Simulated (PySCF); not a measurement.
A geometry optimisation on SnCl3(nBu), `CCC[CH2][Sn]([Cl])([Cl])[Cl]`.

Method: PBE0-D3(BJ)/def2-SVP geometry optimisation, gas phase, def2 core potentials past Kr (PySCF 2.14.0). Start geometry: GFN2-xTB. A driver script takes a list of jobs; this job's settings line and coordinates (Å) are shown.

Input:
```
{"job": {"xc": "PBE0", "basis": "def2-SVP", "d3": "d3bj", "grid": 1, "maxiter": 30, "shake": 0.03, "kind": "geom"}, "charge": 0, "multiplicity": 1}
Sn     1.428880     1.818850     1.633280
Cl     1.405390     2.027170     3.954380
Cl     3.537180     2.017680     0.887130
Cl     0.469230     3.891460     0.870430
C      0.303420     0.032710     0.780240
C      0.296950     0.049750    -0.698240
C     -0.290780    -1.266520    -1.226490
C     -1.762070    -1.360450    -0.940580
H      0.860420    -0.760730     1.301630
H     -0.689130     0.110970     1.276120
H     -0.277770     0.879350    -1.053500
H      1.349480     0.102180    -1.047640
H     -0.259380    -1.243170    -2.338090
H      0.158850    -2.111220    -0.788300
H     -2.233810    -2.281040    -1.426930
H     -1.991720    -1.444610     0.162820
H     -2.333680    -0.462980    -1.286000
```

Output:
```
step   0  E = -1751.69858512  max force = 0.050195
step   1  E = -1751.71708907  max force = 0.012979
step   2  E = -1751.71881882  max force = 0.004053
step   3  E = -1751.71900566  max force = 0.001909
step   4  E = -1751.71904613  max force = 0.001069
step   5  E = -1751.71892564  max force = 0.002554
step   6  E = -1751.71906177  max force = 0.000821
step   7  E = -1751.71905459  max force = 0.000585
step   8  E = -1751.71904646  max force = 0.000280
step   9  E = -1751.71904153  max force = 0.000210
step  10  E = -1751.71903905  max force = 0.000179
optimisation converged
```

Energies in Eh; «max force» is the largest Cartesian gradient component in Eh/bohr.

Q: How much energy does the optimisation release, in eV?

A: E(step 0) − E(last step) = 0.020454 Eh, which is 0.557 eV.

Summary of the converged run: final energy -1751.71904 Eh after 10 steps; dipole 4.10 D.

Time: 3.2 min; peak memory 0.83 GiB. Hardware: Intel Xeon Platinum 8488C, one thread, no GPU, shared host with 96 logical CPUs at a one-minute load of 18.
Labels such as C1 count atoms from 1, the log's own numbers from 0.
